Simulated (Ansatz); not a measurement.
A search over several starts for the lowest SCF solution of the cluster Li₃Al at the given spin, in a small basis.

```yaml
crystal:
  periodic: [false, false, false]
  atoms:
    - {symbol: Al, position_ang: [0.854938, 0.360074, -0.828647]}
    - {symbol: Li, position_ang: [0.167851, -2.245926, -1.097914]}
    - {symbol: Li, position_ang: [0.086098, 2.365396, 0.821653]}
    - {symbol: Li, position_ang: [-1.108877, -0.479544, 1.104918]}
basis:
  gaussian: {orbitals: def2-SVP}
magnetization: {spin_polarized: true, initial_magnetization: 0}
hamiltonian: {xc: pbe0, dispersion: d4}
output: {orbitals: {seedname: orbitals}}
```

```sh
$ ansatz run in.yaml --threads 4 --pin off --events-out ev --progress --plain --max-ram 3916MiB
```

Output, abridged:

```
Functional definition: PBE0
545 factors; integrals over basis functions are off by at most 4.5e-4 eV
mean field evaluation 1: about -7200.7943 eV, gradient 9.0e0 eV
mean field evaluation 2: about -7198.7788 eV, gradient 1.3e1 eV
mean field evaluation 4: about -7202.0309 eV, gradient 5.1e-1 eV
mean field evaluation 8: about -7202.0781 eV, gradient 8.7e-3 eV
mean field evaluation 16: about -7202.0781 eV, gradient 3.9e-5 eV
mean field evaluation 32: about -7202.0817 eV, gradient 1.7e-5 eV
mean field -7202.08165097 eV, -264.6716189269 hartree, gradient 7.1e-6 eV, S^2 0.157143; 7 other end points of the search recorded, 0 dependent functions left out
reference -7202.08168918 eV, -264.6716203311 hartree; 11, 11 occupied and 34, 34 virtual orbitals, 545 factors
Total energy: -7202.12612050 eV, -264.6732531519 hartree
```

It took 4.4 s on 4 threads of Arm Neoverse N1 on a shared host.

The unrestricted singlet has broken spin symmetry (⟨S²⟩ up to 0.16). The structure comes from a short search, and lower isomers may exist.
